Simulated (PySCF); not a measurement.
C₂H₆BFN₂, SMILES C=C(F)B(N)N.

The structure is a stationary point at r2SCAN-D4/def2-SVP. This is a generated structure with no PubChem entry under its InChIKey; it may be hypothetical. One conformer was computed; it need not be the lowest.

Computed with TDA-PBE/def2-SVPD run with PySCF.

Vertical excitations. 

```csv
state,energy (eV),λ (nm),f,main pairs
S1,4.98,249,0.047,HOMO→LUMO 91 %
S2,5.38,230,0.000,HOMO→LUMO+1 100 %
S3,5.65,220,0.000,HOMO−1→LUMO+1 100 %
S4,6.38,194,0.006,HOMO→LUMO+2 97 %
S5,6.38,194,0.427,"HOMO−1→LUMO 71 %, HOMO−2→LUMO 16 %"
S6,6.54,190,0.008,HOMO→LUMO+3 95 %
S7,6.66,186,0.017,HOMO−1→LUMO+2 96 %
S8,6.74,184,0.000,HOMO−3→LUMO 82 %
S9,6.85,181,0.009,HOMO−1→LUMO+3 88 %
S10,7.03,176,0.025,HOMO−2→LUMO 73 %
T1,3.92,316,0,"HOMO−1→LUMO 74 %, HOMO→LUMO 24 %"
T2,4.36,285,0,"HOMO→LUMO 75 %, HOMO−1→LUMO 24 %"
T3,5.23,237,0,HOMO→LUMO+1 99 %
T4,5.59,222,0,HOMO−1→LUMO+1 99 %
```
Triplets are in the Tamm–Dancoff approximation.
